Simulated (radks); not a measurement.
Values are calculated unless marked as measured or tabulated.
Valence configurations of In (all share [Kr]). Level of theory: Dirac Kohn-Sham, PBE, spin-unpolarised, spherical densities, finite nucleus; open shells fill j = l - 1/2 first; Fermi nuclear charge, rms radius 4.6156 fm (a radial shooting solver on a logarithmic mesh with Libxc functionals). Energies are relative to 4d10 5s2 5p1; eigenvalues in eV.

| valence | E (eV) | e(4d3/2) | e(4d5/2) | e(5p1/2) | e(5p3/2) | e(5s1/2) |
|---|---|---|---|---|---|---|
| 4d10 5s2 5p1 | 0.000 | -18.968 | -18.109 | -2.641 | - | -8.094 |
| 4d10 5s1.5 5p1.5 | 2.759 | -19.731 | -18.870 | -2.984 | - | -8.564 |
| 4d10 5s1 5p2 | 5.578 | -20.452 | -19.588 | -3.303 | - | -8.998 |
| 4d9.5 5s2 5p1.5 | 8.261 | -21.696 | -20.811 | -3.238 | - | -9.102 |
| 4d10 5s0.5 5p2.5 | 8.628 | -21.245 | -20.379 | -3.657 | -3.305 | -9.474 |
| 4d9.5 5s1.5 5p2 | 11.220 | -22.398 | -21.511 | -3.551 | - | -9.524 |
| 4d10 5p3 | 11.745 | -22.004 | -21.135 | -3.990 | -3.620 | - |
| 4d9 5s2 5p2 | 17.572 | -24.392 | -23.481 | -3.806 | - | -10.053 |
| 4d9.5 5s0.5 5p3 | 17.698 | -23.927 | -23.035 | -4.232 | -3.825 | -10.431 |
| 4d9 5s0.5 5p3.5 | 27.840 | -26.609 | -25.691 | -4.794 | -4.332 | -11.356 |

NIST lists [Kr] 4d10 5s2 5p1 as the ground configuration; this level of theory agrees among the configurations tried. The energies are those of spherical spin-averaged densities, not of single terms.
